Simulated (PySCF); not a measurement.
## Working out the ionisation energy of Mn²⁺

Mn²⁺ [Ar] 3d5 (6S) → Mn³⁺ [Ar] 3d4 (5D). All numbers are calculated (PySCF 2.14, the non-relativistic Hamiltonian (point nucleus), in def2-TZVP (6s4p4d1f, 45 functions)). Frozen: [Ar]. Energies in hartree (1 hartree = 27.21139 eV):

```csv
part,Mn²⁺ (lower),Mn³⁺ (upper)
UHF,-1149.086998,-1147.887828
MP2 opposite-spin,0.000000,0.000000
MP2 same-spin,-0.054452,-0.028569
```

Task: What does Hartree-Fock give?

Result: (-1147.887828) − (-1149.086998) = 1.199170 hartree = 32.631 eV.

Task: What do MP2 and SCS-MP2 (6/5 opposite-spin, 1/3 same-spin) give?

Result: The opposite-spin parts differ by 0.000 eV and the same-spin parts by 0.704 eV. MP2: 32.631 + (0.000) + (0.704) = 33.335 eV. SCS-MP2: 32.631 + 1.2 × (0.000) + (0.704)/3 = 32.866 eV.

Reference: 33.668 ± 0.012 eV (measured; NIST Atomic Spectra Database, ionization energies), between the lowest levels; spin-orbit coupling is absent from the calculation.

The calculation is non-relativistic.

What remains against the reference includes basis incompleteness, the frozen core and correlation beyond second order.
